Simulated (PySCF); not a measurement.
# SeI: a composite coupled-cluster calculation

State: ²Π, doublet, unpaired electrons π ↑. De refers to Se + I. ROHF-based CCSD(T) in PySCF 2.14 with Se cc-pVTZ-PP with ECP10, I cc-pVTZ-PP with ECP28 and Se cc-pVQZ-PP with ECP10, I cc-pVQZ-PP with ECP28 (frozen core orbitals: 18; scalar-relativistic core potentials). Correlation energies are extrapolated as n⁻³ (n = 3, 4), Hartree–Fock as (n+1)·exp(−9√n).

```json
{"Level": "CCSD(T)/TZ", "Re (Å)": "2.4822", "ωe (cm⁻¹)": "263.7", "ωexe (cm⁻¹)": "0.719", "αe (cm⁻¹)": "0.000185", "De (eV)": "1.952"}
{"Level": "CCSD(T)/QZ", "Re (Å)": "2.4683", "ωe (cm⁻¹)": "268.7", "ωexe (cm⁻¹)": "0.710", "αe (cm⁻¹)": "0.000184", "De (eV)": "2.109"}
{"Level": "HF/CBS", "Re (Å)": "2.4747", "ωe (cm⁻¹)": "274.7", "ωexe (cm⁻¹)": "0.496", "αe (cm⁻¹)": "0.000150", "De (eV)": "0.818"}
{"Level": "MP2/CBS", "Re (Å)": "2.4446", "ωe (cm⁻¹)": "278.5", "ωexe (cm⁻¹)": "0.592", "αe (cm⁻¹)": "0.000172", "De (eV)": "2.195"}
{"Level": "CCSD/CBS", "Re (Å)": "2.4582", "ωe (cm⁻¹)": "274.7", "ωexe (cm⁻¹)": "0.656", "αe (cm⁻¹)": "0.000176", "De (eV)": "2.019"}
{"Level": "CCSD(T)/CBS", "Re (Å)": "2.4611", "ωe (cm⁻¹)": "272.1", "ωexe (cm⁻¹)": "0.708", "αe (cm⁻¹)": "0.000182", "De (eV)": "2.209"}
```

Q: How much is left between CCSD(T)/QZ and the basis-set limit, and how much do the triples give at the limit?

A: CCSD(T)/CBS less CCSD(T)/QZ: -7.2 mÅ in Re, +3.4 cm⁻¹ in ωe and +0.100 eV in De. CCSD(T)/CBS less CCSD/CBS: +2.9 mÅ in Re, -2.6 cm⁻¹ in ωe and +0.190 eV in De.

The T1 diagnostic is 0.030. The state was picked by a PBE0 search and need not be the measured ground state. Spin–orbit coupling, excitations beyond (T) and corrections to the Born–Oppenheimer picture are left out, and spin–orbit coupling matters for open p, d or f shells this heavy.

The whole job (state search and all basis sets along the bond) took about 9.5 min on 4 threads of Arm Neoverse V1 (shared host), peak memory 9.7 GiB.
